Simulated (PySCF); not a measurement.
# GeH and its ions

PBEsol; PySCF, scalar-relativistic core potentials, basis sets Ge aug-cc-pVDZ-PP with ECP10, H aug-cc-pVDZ. Neutral (UKS): doublet (π ↑), Re = 1.624 Å, ωe = 1805 cm⁻¹, De = 2.96 eV, HOMO -4.25 eV, LUMO -4.12 eV.

GeH⁻ (UKS): triplet (π ↑↑), Re = 1.650 Å, ωe = 1640 cm⁻¹, De = 2.85 eV to Ge⁻ + H. The energies at the minima are -294.79704 hartree for GeH and -294.84461 for GeH⁻.

(1) Work out the adiabatic electron affinity, without and with harmonic zero-point energies (1 hartree = 27.2114 eV, 1 eV = 8065.5 cm⁻¹), and the change of the bond length.

Spin–orbit coupling is left out. For an ion De counts to the pair picked by the measured ionisation energies or electron affinities, which need not be the lowest pair at this level. The highest Kohn–Sham level is positive in this anion. Much of that is self-interaction error, but it also means that the finite basis helps to hold the extra electron. States were picked by a PBE0 search and need not be the measured ground states.

## Answers

(1) At PBEsol: 0.04757 hartree = 1.294 eV between the minima; the zero-point term (1805.0 − 1640.0)/2 cm⁻¹ = +0.010 eV makes it 1.305 eV. Re changes by +2.6 pm against the neutral. The electron enters a π orbital, which is non-bonding in a hydride.
